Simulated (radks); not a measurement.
Effect of the nuclear size on the palladium ion Pd+, [Kr] 4d9. Method: Dirac Kohn-Sham, PBE, spin-unpolarised, spherical densities, finite nucleus; open shells fill j = l - 1/2 first; Fermi nuclear charge, rms radius 4.5318 fm; computed with a radial shooting solver on a logarithmic mesh with Libxc functionals. The rms radius is varied about that value; shifts are against it.

| rms radius (fm) | total energy shift (eV) | density at nucleus (e/bohr^3) | 1s1/2 shift (meV) | 2s1/2 shift (meV) | 4s1/2 shift (meV) | 5s1/2 (empty) shift (meV) |
|---|---|---|---|---|---|---|
| 3.8928 | -0.658 | 1.354e+05 | -277 | -30.8 | -1.07 | -0.101 |
| 4.269 | -0.281 | 1.338e+05 | -118 | -13.1 | -0.457 | -0.043 |
| 4.5318 | 0 | 1.328e+05 | 0.000 | 0.000 | 0.000 | 0.000 |
| 4.9533 | 0.482 | 1.313e+05 | 203 | 22.5 | 0.782 | 0.074 |
| 5.3022 | 0.908 | 1.301e+05 | 383 | 42.5 | 1.47 | 0.139 |

Slopes of the eigenvalues against <r^2> in GHz/fm^2, as finite differences over the two radii next to the reference (eigenvalue slopes, not the field-shift constants of lines): 1s1/2 12300, 2s1/2 1370, 4s1/2 47.4, 5s1/2 (empty) 4.48.
